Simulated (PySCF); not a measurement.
Si(F)(Cl)(Et)(OH) (C₂H₆ClFOSi), SMILES Cl[Si](O)(CC)F.

Geometry optimised at B3LYP-D3(BJ)/def2-SVP. The values are those of a single conformer.

Vertical ionisation energy (IE) and electron affinity (EA) in eV. Rows of orbital energies are one-electron estimates. Where ΔSCF, EOM or ADC give a negative EA the extra electron is unbound and the value depends on the basis.

```json
[
 {"level": "−ε(HOMO), −ε(LUMO), ωB97X/def2-TZVP (PySCF)", "IE": "11.44", "EA": "-2.61"},
 {"level": "−ε(HOMO), −ε(LUMO), PBE/def2-TZVP (PySCF)", "IE": "7.63", "EA": "0.36"}
]
```
